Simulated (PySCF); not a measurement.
# C6H6NO: g tensor and hyperfine couplings

C₆H₆NO (doublet state).
Numbering: `[CH3:1]/[CH:2]=[C:3]1[C:4]=[C:5]/1[NH:6][CH:7]=[O:8]` (hydrogens: H9, H10, H11 on C1; H12 on C2; H13 on N6; H14 on C7)

Structure used (GFN2-xTB), in Å, numbered top down from 1:
```xyz
14
C6H6NO angstrom
C      2.0830    0.1924    0.1596
C      1.1308    0.9385    1.0218
C     -0.1941    1.0346    0.8036
C     -1.4599    1.7473    0.9413
C     -1.3950    0.5489    0.2563
N     -2.0038   -0.4386   -0.4407
C     -1.3841   -1.4321   -1.1481
O     -0.1981   -1.5821   -1.2581
H      2.7260   -0.4355    0.7781
H      1.5582   -0.4265   -0.5620
H      2.7340    0.8874   -0.3756
H      1.5454    1.4750    1.8662
H     -3.0170   -0.4094   -0.4425
H     -2.1260   -2.1001   -1.6219
```

The hyperfine couplings belong to this conformer and change with its torsions.

The calculation used UKS B3LYP, pcH-1 on C H N O, non-relativistic, mean-field spin-orbit, GIAO in PySCF. One conformer (not necessarily the lowest) at the GFN2-xTB geometry, without solvent, vibrations or thermal averaging. Couplings are sensitive to structure, and on GFN2-xTB geometries they can be far from those on DFT ones. The frame is twisted about the C2–C3 bond at this geometry (dihedral H12–C2–C3–C4 = 24°); couplings at other torsion angles weren't computed. Stability of the SCF solution: not tested.

- g1, g2, g3: 2.00254, 2.00271, 2.00324
- g_iso: 2.00283
- Form of g: rhombic: the two nearest values differ by 24 % of g3 − g1
- ⟨S²⟩: 0.7670 (exact 0.7500)
- HOMO–LUMO gap, α and β orbitals: 4.68, 2.58 eV

Hyperfine couplings atom by atom, in MHz; T1 to T3 are the principal values of the dipolar part:

| atom | isotope | a_iso | T1 | T2 | T3 | Mulliken spin population |
| --- | --- | --- | --- | --- | --- | --- |
| C1 | 13C | -16.1 | -2.6 | -0.5 | 3.1 | -0.05 |
| C2 | 13C | 47.6 | -51.0 | -50.9 | 102.0 | 0.64 |
| C3 | 13C | -36.0 | -24.9 | 3.5 | 21.4 | -0.06 |
| C4 | 13C | 39.6 | -33.9 | -19.8 | 53.7 | 0.21 |
| C5 | 13C | 15.6 | -16.9 | -14.4 | 31.3 | 0.17 |
| N6 | 14N | 2.6 | -1.6 | -1.5 | 3.1 | 0.02 |
| C7 | 13C | -1.4 | -0.5 | -0.2 | 0.7 | 0.00 |
| O8 | 17O | -2.5 | -9.0 | 4.4 | 4.7 | 0.03 |
| H9 | 1H | 70.6 | -3.9 | -1.9 | 5.8 | 0.03 |
| H10 | 1H | 4.4 | -3.5 | -2.0 | 5.4 | 0.00 |
| H11 | 1H | 81.6 | -4.1 | -3.1 | 7.3 | 0.03 |
| H12 | 1H | -22.6 | -23.1 | -2.6 | 25.7 | -0.02 |
| H13 | 1H | 1.2 | -2.8 | -1.0 | 3.8 | 0.00 |
| H14 | 1H | -1.0 | -1.2 | -1.0 | 2.2 | 0.00 |

The largest Mulliken spin populations are on C2 (+0.64), C4 (+0.21) and C5 (+0.17). Three atoms exceed +0.15. The angles at C2 add up to 360.0°, so it is planar; its axial dipolar tensor and the negative coupling of its proton fit spin in a p orbital normal to that plane.

The SMILES `C/C=C1[C]=C/1NC=O` draws the unpaired electron on C4, whose computed spin population is only +0.21.

Under fast tumbling the dipolar parts average out, and these isotropic splittings remain: 3 × 1H (H9/H10/H11, I = 1/2, 4 lines) with 1.86 mT, 1 × 1H (H12, I = 1/2, 2 lines) with 0.81 mT, 1 × 14N (N6, I = 1, 3 lines) with 0.09 mT, 1 × 1H (H13, I = 1/2, 2 lines) with 0.04 mT and 1 × 1H (H14, I = 1/2, 2 lines) with 0.04 mT.

Class means assume fast exchange of nuclei equivalent by connectivity; if that motion is slow, each nucleus keeps its own coupling. The three 1H nuclei of mean +52.2 MHz run from 4.4 to 81.6 MHz in the frozen geometry.

The 13C coupling of C2 (47.6 MHz) shows only in satellite lines or after enrichment, since that isotope makes up about 1.07 % of natural carbon.
